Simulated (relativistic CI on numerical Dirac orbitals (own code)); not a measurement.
# Line list: Electric-dipole lines, Lu⁴¹⁺

Computed by Dirac-Coulomb-Breit CI, separate exchange-only KLI orbitals for each configuration, QED by a radiative potential, unscaled Slater integrals (own radial code, finite nucleus).

Configuration list (outside the closed core [Ar]): 3d¹⁰4s², 3d¹⁰4s4p, 3d¹⁰4p², 3d¹⁰4s4d, 3d¹⁰4d², 3d¹⁰4s4f, 3d¹⁰4p4d, 3d¹⁰4f², 3d¹⁰4p4f, 3d¹⁰4d4f, 3d¹⁰4s5s, 3d¹⁰4s5p, 3d¹⁰4s5d, 3d¹⁰4s5f, 3d¹⁰4s5g, 3d¹⁰4s6s, 3d¹⁰4s6p, 3d¹⁰4s6d, 3d¹⁰4s6f, 3d¹⁰4s7s, 3d⁹4s²4p, 3d⁹4s²4d, 3d⁹4s²4f, 3d⁹4s²5s, 3d⁹4s²5p, 3d⁹4s²5d. Double excitations out of closed p, d and f shells are left out; levels of such configurations are missing from the list, as are those of other unlisted configurations, and high levels can miss mixing partners. These lack a partner that the ground configuration has and come out too high: 3d⁹4s²4p, 3d⁹4s²4d, 3d⁹4s²4f, 3d⁹4s²5s, 3d⁹4s²5p.

```tsv
λ vac (nm)	Lower	Upper	A (s⁻¹)	gf	Branching (%)
0.64365	3d¹⁰4s² ¹S0 [1]	3d⁹4s²4f ¹P°1 [168]	3.37e+14	6.28e+00	99.2
0.66411	3d¹⁰4s² ¹S0 [1]	3d⁹4s²4f ³D°1 [160]	8.49e+13	1.68e+00	99.0
1.6482	3d¹⁰4s4d ³D2 [10]	3d¹⁰4s5f ³F°3 [96]	7.09e+12	2.02e+00	85.2
1.6749	3d¹⁰4s4d ³D3 [11]	3d¹⁰4s5f ³F°4 [97]	8.34e+12	3.16e+00	98.8
1.9947	3d¹⁰4s4f ³F°4 [21]	3d¹⁰4s5g ³G5 [101]	1.03e+13	6.74e+00	63.6
2.0080	3d¹⁰4s4f ³F°2 [24]	3d¹⁰4s5g ³G3 [99]	1.05e+13	4.44e+00	64.9
2.0130	3d¹⁰4s4f ³F°3 [25]	3d¹⁰4s5g ³G4 [100]	9.94e+12	5.43e+00	61.4
2.0395	3d¹⁰4p4d ³F°4 [27]	3d¹⁰4s5g ³G5 [101]	5.85e+12	4.01e+00	36.2
5.5061	3d¹⁰4s4p ³P°1 [3]	3d¹⁰4s4d ³D2 [10]	7.74e+11	1.76e+00	98.4
6.8757	3d¹⁰4s4d ³D2 [10]	3d¹⁰4p4d ³D°3 [26]	4.83e+11	2.40e+00	58.6
7.0254	3d¹⁰4s² ¹S0 [1]	3d¹⁰4s4p ¹P°1 [5]	4.92e+11	1.09e+00	100.0
7.0742	3d¹⁰4s4d ³D1 [9]	3d¹⁰4s4f ³F°2 [24]	4.46e+11	1.67e+00	67.0
7.2382	3d¹⁰4s4p ¹P°1 [5]	3d¹⁰4s4d ¹D2 [13]	6.93e+11	2.72e+00	78.6
7.3417	3d¹⁰4s4d ³D3 [11]	3d¹⁰4p4d ³F°4 [27]	5.74e+11	4.18e+00	100.0
7.4417	3d¹⁰4s4d ¹D2 [13]	3d¹⁰4p4d ¹F°3 [30]	8.15e+11	4.74e+00	79.1
7.4906	3d¹⁰4s4p ³P°2 [4]	3d¹⁰4s4d ³D3 [11]	3.29e+11	1.94e+00	100.0
7.4952	3d¹⁰4p4d ³D°3 [26]	3d¹⁰4d² ³F4 [46]	5.80e+11	4.40e+00	69.6
7.7124	3d¹⁰4p4d ³F°4 [27]	3d¹⁰4p4f ³G5 [44]	4.97e+11	4.88e+00	97.7
7.8075	3d¹⁰4p4d ¹F°3 [30]	3d¹⁰4p4f ¹G4 [51]	7.67e+11	6.31e+00	81.5
8.0581	3d¹⁰4p4f ¹G4 [51]	3d¹⁰4d4f ¹H°5 [70]	6.33e+11	6.77e+00	82.6
```

Terms are leading LS components. Brackets give the number of a level in order of energy, since labels repeat. The list gives strong lines, with weight on those to low levels, without lines whose two gauges differ by over a factor of 2.5, among the lowest 168 of 202 levels, so that lines to higher ones, which can be the strongest, are missing. Levels whose partners in the same complex of configurations lie outside the list can be far off, and so can their lines. Rates are taken at the computed energies, electric ones in the length gauge.

At this charge energies of transitions that change n are usually good to better than 1 %, and those within a shell (Δn = 0) to a few per cent.

(1) From the table, what is the radiative lifetime of 3d¹⁰4s5g ³G5?

Results:

(1) The listed rates from this level add up to about 1.61e+13 s⁻¹, 100 % of its decay; with all channels τ = 6.19e-14 s.

LS names give the leading component of a level, which can be under half, so a name can repeat, a term be missing and a line seem to break the LS rules.
